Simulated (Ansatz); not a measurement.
Calculated with Ansatz (gas phase, PBE0-D4/def2-TZVP geometries, no zero-point term in ΔE). CCSD(T)/CBS adds triple-zeta CCSD(T) − MP2 to the extrapolated MP2 energy (def2 sets, frozen cores). This one scheme is used for every species. Functionals use def2-TZVPP. Each species was taken in one conformer, which may not be the lowest.

Consider the hydrogenolysis of a B–C bond: `CNB(C)O` + H₂ → `CNBO` + CH₄.

```json
{"level": "ωB97X-V", "ΔE (eV)": "-0.35"}
{"level": "PBE", "ΔE (eV)": "-0.36"}
{"level": "HF/def2-TZVPP", "ΔE (eV)": "-0.56"}
{"level": "SCS-MP2/def2-TZVPP", "ΔE (eV)": "-0.37"}
```

Task: What does CCSD(T)/CBS give? (An estimate is asked.)

Result: Ansatz gave: -0.32 eV. The listed levels differ from it by -0.03, -0.04, -0.24, -0.05 eV.

Largest T1 diagnostic among the species: 0.012.

The D4 term adds +0.09 eV with B3LYP and +0.05 eV with PBE0; it sums over pairs of atoms, weighted by their polarisabilities, and B3LYP, whose exchange is more repulsive, gets the larger term. In def2-TZVPP, CCSD(T) changes the Hartree–Fock value by +0.23 eV (the triples alone add +0.04 eV) and MP2 by +0.25 eV.

B3LYP here is the variant with VWN-RPA as its local correlation; programs differ in this.
